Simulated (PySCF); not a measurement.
Delta-SCF ions had no search for a lower state. Excitations are Tamm–Dancoff values on a coarser integration grid. The basis has no diffuse functions, so Rydberg states are missing or too high.

C₄H₃N, SMILES `CC#CC#N` (charge 0, multiplicity 1)

These are M06-2X/def2-TZVP // B3LYP-D3(BJ)/def2-TZVP (PySCF) values and carry that method's errors.

```
Property                                                Result
--------------------------------------  ----------------------
HOMO                                                  -9.59 eV
dipole moment                                           5.27 D
HOMO–LUMO gap                                          9.43 eV
LUMO                                                  -0.16 eV
S1 excitation (TDA)                                    4.90 eV
S1 oscillator strength                                   0.000
vertical ionisation energy (Delta-SCF)                10.87 eV
total energy                                       -5684.27 eV
cost                                    roughly 7 core-minutes
```

Bonds (Å): C1–C2 1.447, C1–H6 1.092, C1–H7 1.092, C1–H8 1.092, C2–C3 1.205, C3–C4 1.366, C4–N5 1.156. Angles (°): C2–C1–H6 110.7, C2–C1–H7 110.7, C2–C1–H8 110.7, H6–C1–H7 108.3, H6–C1–H8 108.3, H7–C1–H8 108.3, C1–C2–C3 180.0, C2–C3–C4 180.0, C3–C4–N5 180.0.
